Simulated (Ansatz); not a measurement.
An input meant for the cluster Ba5Se5 (charge 0, singlet; atoms displaced at random, 0.08 Å in each coordinate).

```yaml
crystal:
  periodic: [false, false, false]
  atoms:
    - {symbol: Ba, position_ang: [-1.025576, 1.809592, -3.064522]}
    - {symbol: Ba, position_ang: [-0.789490, -1.652793, -0.169387]}
    - {symbol: Ba, position_ang: [-1.777943, 2.154820, 1.515369]}
    - {symbol: Ba, position_ang: [2.986814, -0.227773, -1.348947]}
    - {symbol: Ba, position_ang: [1.617631, -1.274049, 3.696174]}
    - {symbol: Se, position_ang: [2.083634, -2.182422, 0.865949]}
    - {symbol: Se, position_ang: [-2.971729, 0.747776, -0.914329]}
    - {symbol: Se, position_ang: [0.419528, -0.809136, -2.923846]}
    - {symbol: Se, position_ang: [0.677909, 1.944898, -0.374690]}
    - {symbol: Se, position_ang: [-1.098967, -0.635274, 2.890702]}
basis:
  gaussian: {orbitals: cc-pVTZ-PP}
magnetization: {spin_polarized: true, initial_magnetization: 0}
hamiltonian: {xc: {name: PBE0}, dispersion: d4}
scf: {omitted_lower_state_checks: [starts]}
output: {forces: true}
```

```sh
$ ansatz run in.yaml --threads 6 --pin off --events-out ev --progress --plain --max-ram 7833MiB
```

Output, abridged:

```
Functional definition: PBE0
Error: [file] the basis set cc-pVTZ-PP has no functions for Ba
```

(1) What is wrong with this run?

Results:

(1) The basis set is misnamed or doesn't suit the job. The program refused the input.
